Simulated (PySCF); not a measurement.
C4H5NSi, SMILES N#CC1=CC[SiH2]1. Heavy atoms are numbered as in [N:1]#[C:2][C:3]1=[CH:4][CH2:5][SiH2:6]1. Hydrogens are named by the atom that carries them.

Geometry: ωB97X-D3(BJ)/def2-SVP. The structure was generated by enumeration, and PubChem lists no compound with its InChIKey, so it may never have been made.

Method: PBE/pcSseg-1 in PySCF.

GIAO shieldings, no solvent; atoms alike by connectivity are averaged. δ = σ(ref) − σ: ¹⁵N against NH3 (σ = 267.0 ppm); ¹³C against TMS (σ = 182.0 ppm); ²⁹Si against TMS (σ = 335.4 ppm); ¹H against TMS (σ = 31.49 ppm), references at their B3LYP-D3(BJ)/def2-TZVP geometries, non-relativistic.

Task: Estimate the chemical shifts. (The exact figures need the calculation; the answer reports its results.)

Result: 
| nucleus | atoms | count | δ (ppm) |
|---|---|---|---|
| ¹⁵N | N1 | 1 | 324.2 |
| ¹³C | C4 (CH) | 1 | 177.1 |
| ¹³C | C3 | 1 | 125.9 |
| ¹³C | C2 | 1 | 119.9 |
| ¹³C | C5 (CH2) | 1 | 20.5 |
| ²⁹Si | Si6 (SiH2) | 1 | -23.8 |
| ¹H | H on C4 | 1 | 7.80 |
| ¹H | H on Si6 | 2 | 5.63 |
| ¹H | H on C5 | 2 | 2.27 |
